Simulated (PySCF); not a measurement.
Mo²⁺: excitation energy

Mo²⁺ [Kr] 4d4 (5D) → Mo²⁺ [Kr] 4d3 5p1 (high-spin determinant), as a difference of total energies. Calculation: PySCF 2.14, in x2c-QZVPPall (13s8p7d3f2g, 111 functions); the spin-free X2C one-electron Hamiltonian (Gaussian nucleus). Correlated levels: valence: [Kr] frozen; valence and next inner shell: [Ar] 3d10 frozen. The calculations carry no spin-orbit coupling.

```csv
method,excitation energy (cm⁻¹)
UHF,74181
LDA,75846
PBE,75095
PBE0,76328
r2SCAN,75616
wB97X,77760
BLYP,73567
PW91,75087
MP2 (valence),76279
SCS-MP2 (valence),74880
MP2 (valence and next inner shell),77883
SCS-MP2 (valence and next inner shell),76768
```

A first-order spin-orbit estimate (lowest level to lowest level, LS coupling) adds -0.152 eV.

The basis was made for the ground configuration and has no added diffuse functions, so the excitation energy can come out too high.

The determinant of the upper state mixes LS terms, which raises its energy above the lowest term, most at the Hartree-Fock and MP2 levels.
